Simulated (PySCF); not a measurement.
SMILES C[Si]([SiH2]F)(C)C, GFN2-xTB optimised geometry.

```
17

C      1.59    -0.67     0.00
Si    -0.32    -0.67     0.00
C     -0.91     1.15     0.00
C     -0.91    -1.48     1.63
Si    -1.10    -1.83    -1.86
F     -2.72    -1.90    -1.75
H      1.99    -0.18    -0.88
H      1.99    -1.68     0.01
H      1.99    -0.16     0.87
H     -0.55     1.68    -0.88
H     -1.99     1.21     0.00
H     -0.55     1.68     0.88
H     -2.00    -1.52     1.68
H     -0.55    -2.50     1.72
H     -0.56    -0.93     2.50
H     -0.92    -1.20    -3.17
H     -0.74    -3.24    -1.97
```

Density from B3LYP/def2-SVP (PySCF 2.14.0) at that geometry.

Minimum of the electron density along straight lines between bonded atoms, close to the bond critical point (lines longer than 1.1 times the sum of covalent radii, or with two minima, are not listed):

```
bond     length / Å  ρ at the minimum / e bohr⁻³  ∇²ρ there / e bohr⁻⁵  position (fraction from the first atom)
-------  ----------  ---------------------------  --------------------  ---------------------------------------
C1–Si2        1.911                        0.109                  0.32                                     0.62
Si2–C3        1.914                        0.108                  0.31                                     0.38
Si2–C4        1.914                        0.108                  0.31                                     0.38
Si5–F6        1.619                        0.116            (withheld)                                     0.42
C1–H7         1.086                        0.272                 -0.97                                     0.62
C1–H8         1.086                        0.272                 -0.97                                     0.62
C1–H9         1.086                        0.272                 -0.97                                     0.62
C3–H10        1.087                        0.272                 -0.97                                     0.62
C3–H11        1.086                        0.273                 -0.98                                     0.62
C3–H12        1.087                        0.272                 -0.97                                     0.62
C4–H13        1.086                        0.273                 -0.98                                     0.63
C4–H14        1.087                        0.272                 -0.97                                     0.62
C4–H15        1.087                        0.272                 -0.97                                     0.62
Si5–H16       1.462                        0.118                  0.33                                     0.49
Si5–H17       1.462                        0.118                  0.33                                     0.49
```

Task: Complete the blanks.

Result: 
- Si5–F6, ∇²ρ there / e bohr⁻⁵: 1.04
